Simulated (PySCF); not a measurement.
## Spinor energies of Tl⁺ (thallium, charge +1)

Start: [Xe] 4f14 5d10 6s1 6p1; 6s1/2 filled at m_j = +1/2; 6p3/2 filled at m_j = +3/2. Calculated with PySCF 2.14 in x2c-TZVPall-2c: generalised Hartree-Fock with the X2C-1e Hamiltonian and a Gaussian nucleus; spin-orbit coupling (SO) screened by Boettger's factors. This is a chosen level, not necessarily the ground level.

| spinor shell | electrons | ε, screened SO (eV) | weight of nominal j (screened SO) | rms radius, screened SO (bohr) |
| --- | --- | --- | --- | --- |
| 1s1/2 | 2 | -85989.6 | 1.000 | 0.0184 |
| 2s1/2 | 2 | -15470.3 | 1.000 | 0.0743 |
| 2p1/2 | 2 | -14826.2 | 1.000 | 0.0628 |
| 3s1/2 | 2 | -3770.3 | 1.000 | 0.189 |
| 3p1/2 | 2 | -3480.8 | 1.000 | 0.181 |
| 3p3/2 | 4 | -3013.9 | 1.000 | 0.197 |
| 3d3/2 | 4 | -2541.8 | 1.000 | 0.173 |
| 3d5/2 | 6 | -2442.6 | 1.000 | 0.178 |
| 4s1/2 | 2 | -886.97 | 1.000 | 0.416 |
| 4p1/2 | 2 | -761.16 | 1.000 | 0.420 |
| 4p3/2 | 4 | -646.09 | 1.000 | 0.454 |
| 4d3/2 | 4 | -440.58 | 1.000 | 0.465 |
| 4d5/2 | 6 | -418.50 | 1.000 | 0.476 |
| 5s1/2 | 2 | -161.93 | 1.000 | 0.943 |
| 4f5/2 | 6 | -150.46 | 1.000 | 0.509 |
| 4f7/2 | 8 | -145.90 | 1.000 | 0.511 |
| 5p1/2 | 2 | -117.67 | 1.000 | 1.02 |
| 5p3/2 | 4 | -96.804 | 1.000 | 1.11 |
| 5d3/2 | 4 | -33.608 | 0.993 | 1.43 |
| 5d5/2 | 6 | -31.093 | 0.995 | 1.49 |
| 6s1/2 | 1 | -21.871 | 0.999 | 2.61 |
| 6p3/2 | 1 | -12.395 | 1.000 | 3.52 |

Q: Where does 2p3/2 lie, and what is the 2p spin-orbit splitting (screened SO)?

A: At -12755.4 eV, 2070.8 eV above 2p1/2.

```csv
quantity,screened SO
E (hartree),-20264.70419
M_J,2
⟨J²⟩,6.011
⟨L²⟩,2.196
⟨S²⟩,2.196
```

Each row is a mean over spinors that exchange with the open shell spreads, by up to 0.654 eV (5d5/2).

Breit and QED terms are absent; they matter most for the inner s and p1/2 levels.

Densities and radii are taken from the X2C orbitals without a picture-change correction, which distorts them close to the nucleus.
